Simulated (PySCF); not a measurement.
GeI3 (SMILES [I][Ge]([I])[I]), doublet, geometry from GFN2-xTB (core potentials on I). Base run: PySCF with DF-HF/def2-SVP.

The PySCF input:
```python
from pyscf import gto, scf

mol = gto.Mole()
mol.atom = '''
    I     2.252067   -0.944210   -0.111617
    Ge   -0.011190    0.009781    0.775072
    I    -1.938996   -1.479441   -0.165371
    I    -0.306315    2.417746   -0.190980
'''
mol.basis = 'def2-svp'
mol.ecp = {'I': 'def2-svp'}
mol.charge = 0
mol.spin = 1
mol.verbose = 4
mol.build()

mf = scf.UHF(mol)
mf = mf.density_fit(auxbasis='def2-universal-jkfit')
mf.kernel()
```

The base run was repeated with changes; each row names its change, and settings that it needs were set with it.

```tsv
change	ΔE vs base (µEh)	SCF cycles	<S^2>	outcome
base	0.0	16	0.780	converged
level_shift = 0.1 (with mf.max_cycle = 100)	0.0	16	0.780	converged
DIIS = EDIIS	-	50	-	not converged
init_guess = sap	0.0	21	0.780	converged
diis = off; damp = 0.6 (with mf.diis_start_cycle = 200; with mf.max_cycle = 150)	0.0	65	0.780	converged
diis = off (with mf.max_cycle = 100)	0.0	38	0.780	converged
init_guess = 1e	0.0	23	0.780	converged
conv_tol_grad = 1e-3	0.0	16	0.780	converged
diis_space = 20	0.0	15	0.780	converged
init_guess = huckel	0.0	13	0.780	converged
level_shift = 1.0 (with mf.max_cycle = 100)	0.0	36	0.780	converged
conv_tol = 1e-7	0.0	13	0.780	converged
level_shift = 0.5 (with mf.max_cycle = 100)	0.0	26	0.780	converged
```

Open shells are given as the SCF converged; they aren't shown to be the lowest states, and a large step between rows can be another state.
